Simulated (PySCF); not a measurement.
Compound: C₅H₈Ge.
SMILES with atom numbers: `[CH:1]#[C:2][CH:3]1[CH2:4][GeH2:5][CH2:6]1` (hydrogens: H7 on C1; H8 on C3; H9, H10 on C4; H11, H12 on Ge5; H13, H14 on C6)

All values: PBE0/def2-SVPD (PySCF, non-relativistic), on one gas-phase PBE0-D3(BJ)/def2-SVP geometry that isn't relaxed in the solvent. The solvent is an IEF-PCM continuum (van der Waals radii × 1.2), and excitations are vertical TDDFT with non-equilibrium linear response and a frozen core. Only the electrostatic response of the medium enters. Spin–orbit coupling is left out although an atom past zinc is present.

Gas-phase singlets (H = HOMO, L = LUMO):

```csv
state,E (eV),λ (nm),f,leading configurations
S1,6.136,202,0.001,"H→L 81%, H→L+6 9%"
S2,6.441,192,0.063,"H-1→L 60%, H→L+3 14%"
S3,6.552,189,0.001,"H-1→L+1 39%, H-1→L+3 38%"
S4,7.002,177,0.112,"H→L+1 67%, H-1→L 17%"
S5,7.093,175,0.011,"H-1→L+1 42%, H-1→L+3 33%"
```

Task: Give the list for tetrahydrofuran (ε = 7.426), n² = 1.97.

Result: 
```csv
state,E (eV),λ (nm),f,leading configurations,change by rank (eV)
S1,6.223,199,0.001,"H→L 65%, H-1→L 17%",+0.087
S2,6.522,190,0.106,"H-1→L 48%, H→L 13%",+0.081
S3,6.646,187,0.000,"H-1→L+3 32%, H-1→L+1 27%",+0.094
S4,7.039,176,0.238,"H-2→L 44%, H→L+1 20%",+0.037
S5,7.159,173,0.013,"H-1→L+1 34%, H-1→L+3 18%",+0.066
```

Task: What are the lowest 5 singlets in water (ε = 78.36)?

Result: 
```csv
state,E (eV),λ (nm),f,leading configurations,change by rank (eV)
S1,6.241,199,0.001,"H-1→L 82%, H-1→L+4 12%",+0.105
S2,6.548,189,0.102,"H→L 59%, H-1→L+3 16%",+0.107
S3,6.670,186,0.000,"H→L+3 40%, H→L+1 33%",+0.118
S4,7.048,176,0.215,"H-2→L 48%, H→L 23%",+0.046
S5,7.172,173,0.011,"H→L+1 42%, H→L+3 19%",+0.079
```

Task: The ground-state energy changes by -0.143 eV from gas to water. By how much does the total energy of gas-phase S4 change?

Result: E(S4) = E(S0) + excitation energy, so it changes by -0.143 − 0.454 = -0.597 eV: it is lowered more than the ground state, which is what a red shift means. This is the vertical state, with the slow part of the continuum still set for S0.

Task: How do the frontier levels move from gas to water?

Result: 
```csv
orbital,gas (eV),solvent (eV),change (eV)
LUMO+2,0.80,0.86,+0.06
LUMO+1,0.41,0.57,+0.16
LUMO,0.01,0.11,+0.10
HOMO,-7.52,-7.60,-0.08
HOMO-1,-7.52,-7.61,-0.09
HOMO-2,-8.23,-8.16,+0.07
HOMO-3,-8.72,-8.67,+0.05
```

The HOMO–LUMO gap goes from 7.52 to 7.71 eV. Rows go by rank; for HOMO-2 the atom shares or the degeneracy differ between the runs, so the row needn't follow one orbital.
